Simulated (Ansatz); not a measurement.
A nudged elastic band was laid between two geometries of C5H11B (17 atoms, charge 0, multiplicity 1).

These are results of RHF/def2-SVP (Ansatz), not measurements.

```yaml
movable_images: 7
climbing_image: yes
spring: 5.0 eV/Å²
optimiser: quadratic models (default)
start_path: through a guess of the saddle point
force_threshold: 0.05 eV/Å
iteration_limit: 60
end_points: relaxed
```

Image 0:

```xyz
17
Properties=species:S:1:pos:R:3
C -1.978 -0.759 -0.589
C -0.723 -0.355 -0.371
B 0.307 -1.445 0.105
C 1.867 -1.245 0.260
C -0.325 1.091 -0.610
C -0.114 1.878 0.685
H -2.749 -0.092 -0.962
H -2.282 -1.783 -0.406
H -0.136 -2.540 0.349
H 2.159 -1.470 1.293
H 2.387 -1.986 -0.358
H 2.248 -0.255 0.004
H -1.091 1.590 -1.209
H 0.594 1.124 -1.202
H 0.661 1.428 1.309
H -1.033 1.913 1.273
H 0.189 2.906 0.472
```

Image 8:

```xyz
17
Properties=species:S:1:pos:R:3
C -2.162 -0.775 -0.085
C -0.840 -0.452 -0.590
B 0.156 -1.524 0.072
C 1.698 -1.269 0.289
C -0.373 1.007 -0.742
C -0.221 1.777 0.567
H -2.505 0.054 0.553
H -0.701 -1.001 -1.553
H -0.280 -2.608 0.334
H 1.883 -1.299 1.370
H 2.278 -2.095 -0.131
H 2.092 -0.329 -0.094
H -1.081 1.538 -1.385
H 0.577 1.022 -1.281
H 0.525 1.320 1.220
H -1.160 1.827 1.122
H 0.095 2.804 0.375
```

Task: What changes between the two ends?

Result: Bonds broken: C1–H8. Bonds formed: C2–H8.

Task: What energy profile does the band end with?

Result: It converged. The highest image is number 4 of 0 to 8, 334.6 kJ/mol above the first end and 23.1 kJ/mol above the last; the last end lies 311.5 kJ/mol above the first. Neighbouring images differ by up to 2.5 eV, so the band resolves the path poorly. A vibrational analysis at the climbing image gives one clearly imaginary mode, 600i cm⁻¹, and a faint second one (27i cm⁻¹) that may be numerical noise or a soft torsion: probably a first-order saddle point. The orbitals stay closed-shell, which can raise the energy where a bond breaks towards radicals; this wasn't checked here.

```csv
image,path coordinate (Å),energy (kJ/mol),C1–H8 (Å),C2–H8 (Å)
0,0.00,0.0,1.08,2.11
1,1.00,2.0,1.08,2.11
2,2.01,10.5,1.08,2.11
3,3.01,96.1,1.06,1.93
4,4.02,334.6,1.34,1.26
5,4.83,324.7,1.90,1.11
6,5.65,317.1,2.05,1.11
7,6.47,312.3,2.08,1.12
8,7.28,311.5,2.08,1.12
```

Task: What is the geometry of the highest image?

Result: 
```xyz
17
Properties=species:S:1:pos:R:3
C -1.867 -0.848 0.318
C -0.709 -0.430 -0.360
B 0.376 -1.571 -0.191
C 1.734 -1.364 0.588
C -0.428 1.002 -0.803
C -0.172 1.954 0.367
H -2.587 -0.020 0.389
H -1.609 -1.048 -0.979
H 0.145 -2.643 -0.677
H 1.922 -2.203 1.262
H 2.543 -1.388 -0.154
H 1.823 -0.435 1.150
H -1.289 1.360 -1.372
H 0.425 1.023 -1.486
H 0.705 1.661 0.944
H -1.027 1.981 1.045
H -0.005 2.969 0.001
```

Run time: 4.6 min on 2 threads of Intel(R) Xeon(R) 6975P-C (Granite Rapids) (shared host), peak memory 0.42 GiB.
